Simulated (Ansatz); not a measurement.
Ga₃As₄. Total charge 0; doublet. Geometry PBE-D4/def2-SVP; atoms count from 1.

```xyz
7

Ga   -0.506   -2.136    1.016
Ga    0.982    0.429    1.477
Ga   -0.994   -0.496   -1.447
As   -1.699    0.302    1.052
As   -0.619    2.049   -0.228
As    1.477   -1.238   -0.607
As    1.360    1.090   -1.263
```

The structure comes from a short search, and lower isomers may exist.

**Question.** Estimate the Mulliken populations from the PBE0/def2-SVP orbitals of Ansatz.

**Answer.** 
| atom | charge (e) | spin (α − β) |
| --- | --- | --- |
| Ga1 | 0.17 | -0.02 |
| Ga2 | 0.13 | 0.23 |
| Ga3 | 0.13 | 0.23 |
| As4 | -0.19 | 0.32 |
| As5 | -0.02 | -0.04 |
| As6 | -0.19 | 0.32 |
| As7 | -0.03 | -0.04 |
Mulliken values depend strongly on the basis.

**Question.** Where does the spin sit?

**Answer.** Summed by element: Ga 0.44, As 0.56, of 1 unpaired in all. Largest on single atoms: As6 0.32, As4 0.32, Ga3 0.23.

**Question.** And the Mayer bond orders between heavy atoms (over 0.3)?

**Answer.** Ga1–As4 0.49 (2.71 Å); Ga1–As6 0.49 (2.72 Å); Ga2–As4 0.49 (2.72 Å); Ga2–As5 0.31 (2.84 Å); Ga2–As6 0.49 (2.72 Å); Ga2–As7 0.31 (2.84 Å); Ga3–As4 0.49 (2.72 Å); Ga3–As5 0.31 (2.85 Å); Ga3–As6 0.50 (2.71 Å); Ga3–As7 0.31 (2.84 Å); As4–As5 0.99 (2.42 Å); As5–As7 1.06 (2.43 Å); As6–As7 0.99 (2.42 Å).
